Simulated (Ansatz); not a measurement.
Molecule: C4H9F, charge 1, multiplicity 2. 
Structure (B3LYP-D3(BJ)/def2-TZVP (Ansatz, a quantum-chemistry and plane-wave program) minimum search):
```
C
H 1 1.0865
H 1 1.0889 2 113.58
C 1 1.4734 2 116.26 3 141.09
H 4 1.0882 1 114.64 2 176.53
H 4 1.0901 5 111.77 1 132.66
H 4 1.1164 5 106.54 6 114.41
C 1 1.8112 2 102.45 3 -104.69
H 8 1.0867 1 104.28 2 -61.15
H 8 1.0867 9 114.08 1 109.75
C 8 1.4791 9 114.81 10 136.67
F 11 1.3565 8 112.95 9 -176.59
H 11 1.0934 12 110.14 8 131.67
H 11 1.1215 13 106.35 12 -117.80
```
Charge +1, spin multiplicity 2.

Parts of the frozen-core correlation energy in STO-3G (Ansatz, hartree). Frozen orbitals: 5; correlated occupied orbitals by spin: 16 and 15; virtual: 13 and 14. Open shells are spin-unrestricted. No spin-orbit coupling. Non-relativistic.

```json
[
 {"term": "reference (HF)", "value": "-252.57204"},
 {"term": "MP2 opposite-spin", "value": "[?]"},
 {"term": "MP2 same-spin", "value": "[?]"},
 {"term": "CCSD correlation", "value": "-0.29513"},
 {"term": "(T)", "value": "[?]"},
 {"term": "T1 diagnostic", "value": "0.044"},
 {"term": "largest doubles amplitude", "value": "0.038"},
 {"term": "<S^2> of the reference", "value": "0.757"}
]
```

Question: What belongs in the gaps?

Answer: 
- MP2 opposite-spin, value: -0.19115
- MP2 same-spin, value: -0.02728
- (T), value: -0.00524
